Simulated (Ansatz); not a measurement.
Two isomers of C2H5FSSi: A = `C[Si]1(F)CS1`, B = `FC1C[SiH2]S1`.

Calculated with Ansatz (gas phase, PBE0-D4/def2-TZVP geometries, no zero-point term in ΔE). CCSD(T)/CBS is the MP2 limit (def2-TZVPP, def2-QZVPP) plus CCSD(T) − MP2 in def2-TZVPP, frozen cores. Functionals use def2-TZVPP. B3LYP here is the variant with VWN-RPA as its local correlation; programs differ in this.

Task: Which is lower in electronic energy at CCSD(T)/CBS, and by how much? (Estimate.)

Result: The calculation gave: A, by 52.4 kcal/mol.

Task: Give E(B) − E(A) in kcal/mol with CCSD/def2-TZVPP, ωB97M-V, PBE0-D4, MP2/def2-TZVPP, HF/def2-TZVPP, B3LYP-D4, r2SCAN-D4. (Best estimate.)

Result: Computed: CCSD/def2-TZVPP 51.6, ωB97M-V 51.0, PBE0-D4 49.5, MP2/def2-TZVPP 54.2, HF/def2-TZVPP 51.3, B3LYP-D4 51.1, r2SCAN-D4 52.6. None reverses the order clearly.

Largest T1 diagnostic: 0.012.

From PBE to PBE0 (25 % exact exchange), in def2-TZVPP and without D4, E(B) − E(A) moves by +0.8 kcal/mol.
